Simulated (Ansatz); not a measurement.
`FC[O][GaH][F]`. The species carries charge 0 and has multiplicity 1. All single points use the PBE0-D4/def2-TZVP geometry. It is one conformer, not always the lowest.

```xyz
8

F    -0.382    0.965   -0.715
C     0.235   -0.315   -1.119
O     0.688   -0.859    0.012
Ga   -0.051    0.212    1.317
F    -1.683   -0.281    1.712
H    -0.589   -0.853   -1.600
H     1.017   -0.024   -1.827
H     0.765    1.155    2.220
```

(1) What is the dipole moment at B3LYP/def2-TZVPP? (Estimate.)

(2) And with PBE, r2SCAN, ωB97M-V? (Estimate.)

(3) Give the Mulliken charges with B3LYP, r2SCAN, PBE in def2-TZVPP. (An estimate is asked.)

## Answers

(1) The calculation gave: 2.29 D, with components (1.78, 0.64, -1.29) D in this frame, pointing from negative to positive charge.

(2) Computed: PBE 2.16 D, r2SCAN 2.23 D, ωB97M-V 2.29 D.

(3) Ansatz gave: 
| atom | B3LYP | r2SCAN | PBE |
| --- | --- | --- | --- |
| F1 | -0.26 | -0.25 | -0.21 |
| C2 | 0.17 | 0.28 | 0.13 |
| O3 | -0.42 | -0.44 | -0.35 |
| Ga4 | 0.66 | 0.66 | 0.55 |
| F5 | -0.39 | -0.38 | -0.34 |
| H6 | 0.13 | 0.08 | 0.12 |
| H7 | 0.12 | 0.08 | 0.12 |
| H8 | -0.02 | -0.03 | -0.02 |

B3LYP here is the variant with VWN-RPA as its local correlation; programs differ in this.
